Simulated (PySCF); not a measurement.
Te(Cl)(NH2), SMILES N[Te]Cl (H₂ClNTe), singlet (PBE0/def2-SVP optimised geometry):

```
5

Te    -0.935    -1.168     0.000
Cl    -1.499     1.168     0.000
N      1.059    -1.168     0.000
H      1.498    -0.801    -0.840
H      1.499    -0.801     0.840
```

Calculation: PBE0/def2-TZVP, def2 effective core potentials past Kr (PySCF).

**Question.** What are the frontier orbital energies and the dipole moment?

**Answer.** HOMO-2 -8.98 eV, HOMO-1 -8.39 eV, HOMO -6.39 eV, LUMO -2.10 eV, LUMO+1 -1.11 eV; dipole moment 2.14 D.

On the same geometry PySCF with PBE/def2-TZVP, def2 effective core potentials past Kr gives HOMO-2 -7.60 eV, HOMO-1 -7.01 eV, HOMO -5.24 eV, LUMO -2.88 eV, LUMO+1 -1.96 eV; dipole moment 2.15 D.
